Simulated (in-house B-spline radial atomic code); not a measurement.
A fraction x of an electron is moved 5d → 5f in La, starting from [Xe] 5d1 6s2 and keeping the highest spin. Level of theory: scalar-relativistic (X2C) PBE0, spin-polarised, spherical fractional occupations, Fermi nucleus of rms radius 4.855 fm; calculated with a B-spline radial code for spherical atoms.

Caution: exact exchange at fractional occupations of open shells leaves self-interaction of up to several eV.

| x | E(x) - E(0) (eV) | 5d up level (eV) | 5f up level (eV) |
| --- | --- | --- | --- |
| 0 | 0.0000 | -2.766 | - |
| 0.25 | 0.8271 | -3.998 | -0.137 |
| 0.375 | 1.3437 | -4.583 | -0.181 |
| 0.5 | ? | ? | ? |
| 0.625 | 2.5732 | -5.677 | -0.255 |
| 0.75 | 3.2806 | -6.185 | -0.288 |
| 0.875 | ? | ? | ? |
| 1 | 4.8675 | - | -0.347 |

Question: What belongs in the row x = 0.5?

Answer: An energy change of 1.9263 eV; 5d up at -5.142 eV, 5f up at -0.220 eV.

Question: What belongs in the row x = 0.875?

Answer: An energy change of 4.0463 eV; 5d up at -6.669 eV, 5f up at -0.318 eV.

Question: Check Janak's theorem between x = 0.25 and 0.375.

Answer: The slope of the energy is 4.13 eV; the orbital levels give 4.13 eV (ε of the receiving orbital less ε of the emptying one, averaged over the two points).
